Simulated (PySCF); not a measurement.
Assignment exercise: C8H7F3

Geometry:
```
atom   x (Å)   y (Å)   z (Å)
  C1  -2.891   0.241   0.296
  C2  -1.406   0.125   0.150
  C3  -0.718   0.922  -0.758
  C4   0.650   0.807  -0.910
  C5   1.348  -0.122  -0.149
  C6   2.837  -0.236  -0.291
  F7   3.294  -1.471  -0.026
  F8   3.495   0.591   0.549
  F9   3.270   0.072  -1.525
 C10   0.678  -0.923   0.766
 C11  -0.691  -0.797   0.907
 H12  -3.226   1.249   0.068
 H13  -3.383  -0.443  -0.396
 H14  -3.203  -0.019   1.304
 H15  -1.259   1.643  -1.352
 H16   1.179   1.428  -1.617
 H17   1.227  -1.640   1.356
 H18  -1.211  -1.423   1.616
```

[PySCF 2.14: coordinates at the GFN2-xTB level; NMR shieldings at PBE0/pcSseg-1/GIAO; a single conformation; one averaged value for each set of equivalent atoms; no relativistic terms; no solvent model]

Chemical shifts δ = σref − σ; ¹³C and ¹H against TMS, all at this level.

(1) Assign these signals to the numbered atoms. ¹³C{¹H} NMR (computed): δ 148.0, 134.6, 134.4, 134.1, 132.4, 24.1.

(2) Assign these signals to the numbered atoms. ¹H NMR (300 MHz, computed): δ 7.96 (m, 2H), 7.62 (d, 2H), 2.58 (s, 3H).

Results:

(1) 
| δ (ppm) | atoms | environment | reason |
| --- | --- | --- | --- |
| 148.0 | C2 | substituted aromatic carbon | – |
| 134.6 | C5 | substituted aromatic carbon | – |
| 134.4 | C3/C11 | aromatic CH | the aromatic region |
| 134.1 | C6 | CF3 carbon | 3 electronegative neighbours deshield it |
| 132.4 | C4/C10 | aromatic CH | the aromatic region |
| 24.1 | C1 | methyl carbon on an aromatic ring | aliphatic region, no heteroatom directly attached |

C5 and C3/C11; C3/C11 and C6; C6 and C4/C10 lie closer than the usual error of such a calculation, so a measured spectrum could show them in the other order.

(2) 
7.96 → H16/H17, hydrogen on an aromatic CH: it sits in the deshielding region of the aromatic ring current
7.62 → H15/H18, hydrogen on an aromatic CH
2.58 → H12/H13/H14, hydrogen on a methyl carbon on an aromatic ring: benzylic-type position, deshielded by the ring

Splittings by ¹⁹F in the carbon and heteronuclear signals aren't shown, as no couplings were computed. Shifts are as computed. Against solution values, carbons near 30 ppm lie about +3 ppm off and those near 130 ppm about +5 ppm. Of 1211 compounds with measured shifts, 218 miss one by over three times the rms of a fit or turn the order of signals round; such compounds aren't used in these exercises. Multiplicities follow the n + 1 count of equivalent neighbours, as no J values were calculated; m marks all less simple cases, F and P coupling included.
